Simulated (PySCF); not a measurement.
A TDDFT job was run through a driver script with this input:

```
{"job": {"kind": "uv", "xc": "B3LYP", "basis": "def2-SVPD", "ip": false}, "charge": 0, "multiplicity": 1}
C      2.266227    -0.488228     0.445040
O      0.980236     0.109515     0.343149
C      0.207306    -0.308117    -0.662716
F      0.790208    -0.122624    -1.864608
F     -0.068250    -1.625104    -0.581681
C     -1.116154     0.488699    -0.647604
F     -1.945169    -0.061964    -1.541455
F     -0.859392     1.750367    -1.009460
C     -1.843936     0.524414     0.716714
F     -1.932660    -0.697453     1.226122
F     -1.205955     1.305742     1.571536
F     -3.069139     1.000780     0.539238
H      2.884382    -0.227108    -0.425902
H      2.718163    -0.081234     1.355964
H      2.181359    -1.581198     0.530376
```

Its output, with some lines taken out ([cut]):

```
coarse grid: 14896 points
cycle   1  E = -927.2536081001  dE =  2.170e+00  |g| = 1.374e+00  |ddm| = 5.349e+00
cycle   2  E = -926.7034169154  dE =  5.502e-01  |g| = 2.341e+00  |ddm| = 4.054e+00
cycle   3  E = -927.5732415681  dE = -8.698e-01  |g| = 9.472e-02  |ddm| = 2.640e+00
cycle   4  E = -927.5739231565  dE = -6.816e-04  |g| = 7.255e-02  |ddm| = 2.182e-01
cycle   5  E = -927.5747591626  dE = -8.360e-04  |g| = 1.528e-02  |ddm| = 8.371e-02
cycle   6  E = -927.5747954929  dE = -3.633e-05  |g| = 4.048e-03  |ddm| = 2.104e-02
cycle   7  E = -927.5747982228  dE = -2.730e-06  |g| = 9.480e-04  |ddm| = 5.243e-03
final grid: 153384 points
cycle   8  E = -927.7018589370  dE = -5.985e-05  |g| = 7.994e-03  |ddm| = 1.215e-01
cycle   9  E = -927.7018473837  dE =  1.155e-05  |g| = 1.171e-02  |ddm| = 1.985e-02
cycle  10  E = -927.7018693995  dE = -2.202e-05  |g| = 7.054e-04  |ddm| = 1.130e-02
cycle  11  E = -927.7018694930  dE = -9.355e-08  |g| = 2.134e-04  |ddm| = 1.088e-03
cycle  12  E = -927.7018695021  dE = -9.107e-09  |g| = 5.713e-05  |ddm| = 2.982e-04
cycle  13  E = -927.7018695026  dE = -4.695e-10  |g| = 2.213e-05  |ddm| = 8.109e-05
converged SCF energy = -927.7018695026

Static polarisability (au): isotropic 59.865, principal 55.389 57.239 66.969

Singlet excitations
state   eV       nm        f      main configurations
[cut]
  2   9.1904    134.9   0.01855   H->L+1 0.77, H->L+2 0.13
  3   9.4132    131.7   0.03446   H->L+3 0.59, H->L+2 0.19, H->L+1 0.17
[cut]
[cut]
  6   9.8324    126.1   0.01691   H-1->L+1 0.80, H-1->L+2 0.11
  7   9.9048    125.2   0.02863   H-2->L 0.81, H-1->L+2 0.11
  8  10.0701    123.1   0.00257   H->L+4 0.83
[cut]
 10  10.3165    120.2   0.01504   H-2->L+1 0.60, H-1->L+2 0.12, H-2->L+2 0.09

[cut]
```

The calculation used PySCF, TDDFT B3LYP/def2-SVPD, vertical, gas phase, core orbitals frozen in the response. The structure is a single PBE0-D3(BJ)/def2-SVP conformer in the gas phase; no vibrational or solvent corrections.

**Question.** Restore the lines that were cut, in order.

**Answer.** 
```
  1   8.6605    143.2   0.01046   H->L 0.98
  4   9.5811    129.4   0.01158   H->L+2 0.54, H->L+3 0.21, H-1->L 0.15
  5   9.6041    129.1   0.00518   H-1->L 0.76, H->L+2 0.11
  9  10.2036    121.5   0.00360   H-1->L+3 0.37, H-1->L+2 0.36, H-2->L 0.10
Triplet excitations (Tamm-Dancoff, eV): 8.5082 8.8450 9.0735 9.3327
```

**Question.** What is the total energy of state 9 at this geometry?

**Answer.** -927.70187 + 0.37498 = -927.32689 hartree.

**Question.** How many basis functions and electrons does this run hold?

**Answer.** 288 basis functions for 98 electrons in 49 doubly occupied orbitals.

**Question.** What is the polarisability anisotropy, √(½[(α1 − α2)² + (α2 − α3)² + (α3 − α1)²])?

**Answer.** 10.77 au.

**Question.** Which species is it?

**Answer.** heptafluoropropyl methyl ether (`COC(F)(F)C(F)(F)C(F)(F)F`) (C4H3F7O), point group C1.

The SCF starts on a coarse grid; the energy jumps when the final grid takes over, and dE counts afresh there. H and L stand for HOMO and LUMO.

The values belong to the conformer `[CH3:1][O:2][C:3]([F:4])([F:5])[C:6]([F:7])([F:8])[C:9]([F:10])([F:11])[F:12]`: C1–O2–C3–F4 -58°, O2–C3–C6–F7 -172°, C3–C6–C9–F10 -49°.

Without π bonds the low states may be Rydberg-like; a valence basis with one diffuse set may place them up to an eV too high.
